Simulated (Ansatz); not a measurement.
Basis-set extrapolation for Al₂H₆Si₂, SMILES `[SiH3][Al]1[AlH][SiH2]1` (PBE0-D4/def2-TZVP geometry, frozen core, Ansatz). Multiplicity 1, RHF reference.

```json
{"": "HF", "def2-TZVPP": "-1065.153659", "def2-QZVPP": "-1065.184222"}
{"": "MP2 correlation", "def2-TZVPP": "-0.407827", "def2-QZVPP": "-0.436373"}
{"": "CCSD(T) correlation", "def2-TZVPP": "-0.494001", "def2-QZVPP": "not run"}
```

Energies in hartree. Use E(X) = E(∞) + A·exp(−7.88·√X) for Hartree–Fock and E(X) = E(∞) + B·X^(−2.97) for correlation, with X = 3 and 4, and add CCSD(T) minus MP2 of the smaller set to the MP2 limit.

Q: What is the CCSD(T) energy at the basis-set limit?

A: HF limit: -1065.184222 + (-0.030563) × 0.13774 = -1065.18843. MP2 limit: -0.436373 + (-0.028546) × 0.74074 = -0.45752. Higher-order term: -0.494001 − (-0.407827) = -0.08617. Total: -1065.73212 hartree, 221.7 kJ/mol below CCSD(T)/def2-TZVPP.
